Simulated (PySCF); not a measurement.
Job file and geometry (Å, from GFN2-xTB) of an NMR shielding run on SMILES O=C(O)[Si@@H]1C[SiH2][SiH2]O1, C$_{2}$H$_{8}$O$_{3}$Si$_{3}$, GIAO PBE0/pcSseg-1 NMR shielding, non-relativistic, gas phase (PySCF 2.14.0, density-fitted response routines); density fitting, a coarse starting grid and PySCF grid level 2 are the driver's defaults:

```
$ OMP_NUM_THREADS=1 python probes_run.py task.json out

{"job": {"kind": "nmr", "xc": "PBE0", "basis": "pcSseg-1"}, "charge": 0, "multiplicity": 1}
O      3.132515    -1.352473    -0.415812
C      2.144147    -0.767238    -0.050852
O      2.221757     0.356048     0.678463
Si     0.323152    -1.230934    -0.419566
C     -0.444173     0.161094    -1.475498
Si    -1.361984     1.381126    -0.299513
Si    -1.423495     0.045940     1.593682
O     -0.477852    -1.172565     0.994402
H      3.148827     0.585241     0.867745
H      0.206660    -2.603496    -0.888099
H      0.300660     0.667721    -2.086487
H     -1.157188    -0.275699    -2.173971
H     -0.575076     2.619336    -0.189912
H     -2.648489     1.754866    -0.910725
H     -2.660073    -0.650457     1.956648
H     -0.736986     0.490433     2.808084
```

Question: What does the program print?

Answer: 
```
coarse grid: 15264 points
cycle   1  E = -1174.1910182287  dE =  1.145e+00  |g| = 1.169e+00  |ddm| = 3.792e+00
cycle   2  E = -1173.6416542677  dE =  5.494e-01  |g| = 2.058e+00  |ddm| = 2.411e+00
cycle   3  E = -1174.4249347449  dE = -7.833e-01  |g| = 3.064e-01  |ddm| = 1.786e+00
cycle   4  E = -1174.4406417570  dE = -1.571e-02  |g| = 1.170e-01  |ddm| = 2.499e-01
cycle   5  E = -1174.4428282544  dE = -2.186e-03  |g| = 3.838e-02  |ddm| = 9.242e-02
cycle   6  E = -1174.4431050310  dE = -2.768e-04  |g| = 9.860e-03  |ddm| = 3.659e-02
cycle   7  E = -1174.4431221046  dE = -1.707e-05  |g| = 2.565e-03  |ddm| = 7.970e-03
cycle   8  E = -1174.4431234572  dE = -1.353e-06  |g| = 5.367e-04  |ddm| = 2.325e-03
final grid: 134800 points
cycle   9  E = -1174.5180729094  dE = -1.182e-05  |g| = 1.245e-02  |ddm| = 2.215e-02
cycle  10  E = -1174.5180219490  dE =  5.096e-05  |g| = 2.073e-02  |ddm| = 2.034e-02
cycle  11  E = -1174.5180993893  dE = -7.744e-05  |g| = 2.404e-03  |ddm| = 1.342e-02
cycle  12  E = -1174.5181004199  dE = -1.031e-06  |g| = 3.711e-04  |ddm| = 1.508e-03
cycle  13  E = -1174.5181004410  dE = -2.105e-08  |g| = 1.479e-04  |ddm| = 3.874e-04
cycle  14  E = -1174.5181004450  dE = -4.054e-09  |g| = 3.562e-05  |ddm| = 1.454e-04
cycle  15  E = -1174.5181004453  dE = -2.178e-10  |g| = 9.261e-06  |ddm| = 3.805e-05
converged SCF energy = -1174.5181004453

GIAO shielding tensors (ppm)
atom      isotropic    diamagn.    paramagn.     s11        s22        s33       span
  0 O     -168.731     399.933    -568.665   -480.236   -284.677    258.720    738.956
  1 C        1.843     254.408    -252.564   -106.940     31.920     80.551    187.491
  2 O      102.545     394.230    -291.685    -68.908    145.245    231.299    300.207
  3 Si     360.700     880.665    -519.965    285.669    383.560    412.870    127.201
  4 C      193.649     260.181     -66.533    180.728    195.101    205.118     24.391
  5 Si     426.181     881.023    -454.843    392.068    409.402    477.072     85.003
  6 Si     364.163     879.641    -515.478    298.762    341.178    452.549    153.787
  7 O      288.521     401.908    -113.387    187.086    329.571    348.905    161.820
  8 H       25.186      30.420      -5.234     19.174     23.236     33.148     13.973
  9 H       26.547      28.869      -2.323     22.941     24.000     32.699      9.758
 10 H       31.309      32.265      -0.956     26.633     27.745     39.549     12.916
 11 H       31.304      31.273       0.030     25.350     28.224     40.337     14.987
 12 H       27.464      29.514      -2.050     24.089     25.009     33.293      9.204
 13 H       27.590      28.894      -1.304     23.721     25.132     33.917     10.196
 14 H       26.224      28.461      -2.237     22.351     24.249     32.071      9.720
 15 H       26.157      28.980      -2.823     22.677     24.341     31.452      8.775
```

Question: Turn these shieldings into chemical shifts. δ = σ(ref) − σ, references computed at the same level: ¹⁷O (336.08 ppm) against H2O; ¹³C (186.93 ppm), ²⁹Si (349.16 ppm), ¹H (31.72 ppm) vs TMS.

Answer: Averaging equivalent atoms: O 0: 504.8; O 2: 233.5; O 7: 47.6; C 1: 185.1; C 4: -6.7; Si 3: -11.5; Si 6: -15.0; Si 5: -77.0; H 8: 6.53; H 15: 5.56; H 14: 5.49; H 9: 5.17; H 12: 4.25; H 13: 4.13; H 11: 0.41; H 10: 0.41 ppm. Unscaled 17O shifts of doubly bonded oxygen tend to come out too high, by tens of ppm or more. Experimental scales use liquid or dissolved standards, which lie at an offset from isolated H2O (liquid H2O: subtract about 36 ppm).

Size and cost of the density-fitted run: 197 basis functions, 100 s wall time on 1 thread of an Intel Xeon, shared host; peak memory 0.92 GiB.
